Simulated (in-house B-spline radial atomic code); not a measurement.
A fraction x of an electron is removed from 3d in the technetium ion Tc³⁺, starting from [Kr] 4d4 and keeping the highest spin. Method: non-relativistic B97-1, spin-polarised, spherical fractional occupations, point nucleus. Calculated with a B-spline radial code for spherical atoms.

Caution: exact exchange at fractional occupations of open shells leaves self-interaction of up to several eV.

| x | E(x) - E(0) (eV) | 3d down level (eV) |
| --- | --- | --- |
| 0 | 0.0000 | -290.876 |
| 0.12 | 35.1501 | -294.965 |
| 0.17 | 49.9412 | -296.679 |
| 0.27 | 79.7812 | -300.125 |
| 0.49 | ? | ? |
| 0.5 | 149.7288 | -308.135 |
| 0.61 | 183.8364 | -312.008 |
| 0.66 | 199.4810 | -313.777 |
| 0.87 | 266.1589 | -321.266 |
| 0.95 | ? | ? |
| 1 | 308.2274 | -325.949 |

(1) What belongs in the row x = 0.49?

(2) What belongs in the row x = 0.95?

(3) Check Janak's theorem between x = 0.12 and 0.17.

Results:

(1) An energy change of 146.6492 eV; 3d down at -307.784 eV.

(2) An energy change of 291.9752 eV; 3d down at -324.144 eV.

(3) The slope of the energy is 295.82 eV; the orbital levels give 295.82 eV (-ε of the emptying orbital, averaged over the two points).
